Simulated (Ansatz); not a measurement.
Start from `BN(C)CF` and change one atom or group to get `BN(C)CC`.

Ansatz, PBE0-D4/def2-TZVP geometries, multiplicity 1. Each molecule was computed in one conformer, which needn't be the lowest.

```json
{"property": "LUMO energy (ωB97M-V/def2-TZVPP) / eV", "`BN(C)CF`": "1.55"}
{"property": "HOMO energy (PBE0/def2-TZVPP) / eV", "`BN(C)CF`": "-8.19"}
{"property": "LUMO energy (PBE0/def2-TZVPP) / eV", "`BN(C)CF`": "-0.23"}
{"property": "HOMO–LUMO gap (ωB97M-V/def2-TZVPP) / eV", "`BN(C)CF`": "12.07"}
{"property": "size of the dipole moment (ωB97M-V/def2-TZVPP) / D", "`BN(C)CF`": "1.74"}
{"property": "size of the dipole moment (B3LYP/def2-TZVPP) / D", "`BN(C)CF`": "1.75"}
```

(1) Give the same properties after the change, and the shifts. (An estimate is asked.)

## Answers

(1) The calculation gave: 
```
                                          property  `BN(C)CC`  shift
             LUMO energy (ωB97M-V/def2-TZVPP) / eV       1.93   0.38
                HOMO energy (PBE0/def2-TZVPP) / eV      -7.39   0.80
                LUMO energy (PBE0/def2-TZVPP) / eV       0.21   0.44
           HOMO–LUMO gap (ωB97M-V/def2-TZVPP) / eV      11.63  -0.44
size of the dipole moment (ωB97M-V/def2-TZVPP) / D       1.97   0.23
  size of the dipole moment (B3LYP/def2-TZVPP) / D       1.98   0.23
```

With PBE0 the HOMO rises by 0.80 eV and the LUMO rises by 0.44 eV, so the gap narrows by about 0.36 eV. PBE moves the HOMO by 0.75 eV and ωB97M-V by 0.81 eV. Dipoles are sizes alone; their direction can turn.

B3LYP here is the variant with VWN-RPA as its local correlation; programs differ in this.
